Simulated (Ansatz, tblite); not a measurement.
Adding an electron: Zn₂S⁺. The state is a doublet with charge 1. Geometry: r2SCAN-D4/def2-TZVP. Ansatz, gas phase; energy differences of separate SCF runs; the reduced species is a triplet (the singlet lies 0.46 eV higher at PBE0-D4/def2-TZVP).

```xyz
3

Zn    0.8454    1.1975   -1.1392
Zn   -0.7204   -0.5638    1.6155
S    -0.1249   -0.6338   -0.4762
```

The xTB rows come from tblite. The structure comes from a short search, and lower isomers may exist.

| level | −HOMO (eV) | −LUMO (eV) | vertical EA (eV) | HOMO–LUMO gap (eV) |
| --- | --- | --- | --- | --- |
| GFN1-xTB | – | – | 11.34 | – |
| GFN2-xTB | – | – | 12.36 | – |
| PBE-D4/def2-TZVP | 10.32 | 9.78 | 7.23 | 0.53 |
| r2SCAN-D4/def2-TZVP | 10.53 | 9.93 | 7.50 | 0.59 |
| PBE0-D4/def2-TZVP | 10.79 | 9.17 | 7.36 | 1.62 |

  HOMO and LUMO are the levels of the spin that leaves or enters (xTB has no such levels and no spin-polarisation term). Other spin states of the ions may lie lower, which would lower the ionisation energy or raise the affinity. Raw xTB energy differences between charge states are shifted by several eV; the methods need an empirical correction for them.
